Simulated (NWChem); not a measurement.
Species: BSi2H6Cl; SMILES [SiH3]B([SiH3])Cl

```xyz
10

B      0.0943     0.0037     0.1972
Cl     1.7949     0.0449     0.6571
Si    -0.8114    -1.7930    -0.0574
H     -1.8965    -1.7248    -1.1015
H     -1.4814    -2.1321     1.2547
H      0.1407    -2.9078    -0.4012
Si    -0.8957     1.7548    -0.0610
H     -2.3560     1.6248     0.2893
H     -0.8222     2.0824    -1.5350
H     -0.3003     2.9054     0.7064
```
Atoms are numbered in this order, from 1.

Level: PBE-D3(BJ)/def2-SVP (NWChem), optimised geometry, unscaled harmonic frequencies. 

```json
[
 {"frequency (cm⁻¹)": "32", "IR intensity (km/mol)": "0.0"},
 {"frequency (cm⁻¹)": "66", "IR intensity (km/mol)": "0.1"},
 {"frequency (cm⁻¹)": "120", "IR intensity (km/mol)": "0.4"},
 {"frequency (cm⁻¹)": "171", "IR intensity (km/mol)": "2.0"},
 {"frequency (cm⁻¹)": "217", "IR intensity (km/mol)": "6.3"},
 {"frequency (cm⁻¹)": "354", "IR intensity (km/mol)": "0.4"},
 {"frequency (cm⁻¹)": "423", "IR intensity (km/mol)": "2.5"},
 {"frequency (cm⁻¹)": "488", "IR intensity (km/mol)": "4.9"},
 {"frequency (cm⁻¹)": "553", "IR intensity (km/mol)": "44.3"},
 {"frequency (cm⁻¹)": "585", "IR intensity (km/mol)": "34.3"},
 {"frequency (cm⁻¹)": "781", "IR intensity (km/mol)": "124.1"},
 {"frequency (cm⁻¹)": "841", "IR intensity (km/mol)": "88.0"},
 {"frequency (cm⁻¹)": "848", "IR intensity (km/mol)": "153.1"},
 {"frequency (cm⁻¹)": "881", "IR intensity (km/mol)": "6.6"},
 {"frequency (cm⁻¹)": "889", "IR intensity (km/mol)": "13.8"},
 {"frequency (cm⁻¹)": "902", "IR intensity (km/mol)": "25.0"},
 {"frequency (cm⁻¹)": "907", "IR intensity (km/mol)": "61.9"},
 {"frequency (cm⁻¹)": "923", "IR intensity (km/mol)": "56.1"},
 {"frequency (cm⁻¹)": "2128", "IR intensity (km/mol)": "74.1"},
 {"frequency (cm⁻¹)": "2129", "IR intensity (km/mol)": "4.0"},
 {"frequency (cm⁻¹)": "2150", "IR intensity (km/mol)": "92.4"},
 {"frequency (cm⁻¹)": "2152", "IR intensity (km/mol)": "44.5"},
 {"frequency (cm⁻¹)": "2163", "IR intensity (km/mol)": "95.4"},
 {"frequency (cm⁻¹)": "2165", "IR intensity (km/mol)": "83.7"}
]
```

| Item | Result |
|---|---|
| zero-point energy | 32.7 kcal/mol |
| thermal correction to the enthalpy at 298.15 K (with zero-point energy) | 38.3 kcal/mol |
| heat capacity Cv | 26.4 cal/(mol K) |
| entropy at 298.15 K and 1 atm (symmetry number 2) | 89.0 cal/(mol K) |
| dipole moment | 0.19 D |

Rigid rotor and harmonic oscillator; modes under 100 cm⁻¹ make the entropy uncertain.
